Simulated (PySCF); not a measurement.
Frontier orbitals and the lowest excitations

C₅H₆ClFO.
Geometry (GFN2-xTB, Å), atoms numbered from 1 in this order:
```
atom  x, y, z in Å
O1     1.4893   -1.5188   -1.4497
C2     1.5942   -0.6251   -0.6809
Cl3    3.0117    0.4383   -0.7421
C4     0.6550   -0.2041    0.3977
C5    -0.0692    1.1301    0.0932
C6    -1.3750    0.3539   -0.1194
F7    -2.4104    0.7807    0.6721
C8    -0.7007   -0.9342    0.3697
H9     1.1880   -0.2183    1.3487
H10   -0.1251    1.7893    0.9558
H11    0.2991    1.6854   -0.7653
H12   -1.7545    0.3332   -1.1437
H13   -0.7521   -1.7787   -0.3124
H14   -1.0511   -1.2323    1.3542
```

Computed, not measured: TDDFT B3LYP/def2-SVPD, vertical, gas phase, core orbitals frozen in the response in PySCF 2.14.0, density-fitted response routines.

Kohn–Sham orbitals with the atoms that hold most of them (Löwdin shares over 4%, at most four atoms; ? is withheld):

```
orbital  ε (eV)                             atoms
 LUMO+2    0.24  H9 18%, C4 13%, Cl3 13%, H14 10%
 LUMO+1    0.08    Cl3 42%, C2 18%, O1 6%, H11 5%
   LUMO   -1.62    C2 39%, O1 33%, Cl3 11%, C4 6%
   HOMO   -8.50                                 ?
 HOMO-1   -8.94                                 ?
 HOMO-2   -9.09    F7 19%, C5 17%, C6 17%, C8 17%
 HOMO-3   -9.27      Cl3 51%, C4 7%, C2 6%, F7 6%
```

(1) Give the leading atoms of the HOMO-1.

(2) Give the leading atoms of the HOMO.

(3) The HOMO–LUMO gap is 6.88 eV. Where does the response calculation put the lowest singlet, and from which orbitals?

(4) One configuration dominates each of S1, S2 and S3. Which, and how do the shares of the two leading atoms of either orbital change from the occupied to the empty one?

Results:

(1) Cl3 (bonded to C) 41%; F7 (bonded to C) 11%; C8 (bonded to 2 C and 2 H) 11%; C4 (bonded to 3 C and H) 11%. By element: chlorine 41%, carbon 21% or more, fluorine 11%.

(2) O1 (bonded to C) 52%; Cl3 (bonded to C) 27%; C2 (bonded to C, Cl and O) 7%; C4 (bonded to 3 C and H) 7%. By element: oxygen 52%, chlorine 27%, carbon 14% or more.

(3) S1 is at 5.12 eV (f = 0.0006), 1.75 eV below the gap, made of HOMO→LUMO (97%). 

(4) 
- S1 (5.12 eV, f 0.0006), HOMO→LUMO (97%): O1 52% → 33%, Cl3 27% → 11%, C2 7% → 39%; low, almost dark, from the terminal oxygen into the C=O bond, the pattern of n→π*
- S2 (6.11 eV, f 0.0015), HOMO-1→LUMO (82%): Cl3 41% → 11%, F7 11% → at most 7%, C2 at most 11% → 39%, O1 at most 11% → 33%
- S3 (6.51 eV, f 0.0046), HOMO-2→LUMO (88%): F7 19% → at most 7%, C5 17% → at most 7%, C2 at most 17% → 39%, O1 at most 17% → 33%

One conformer stands for the species.
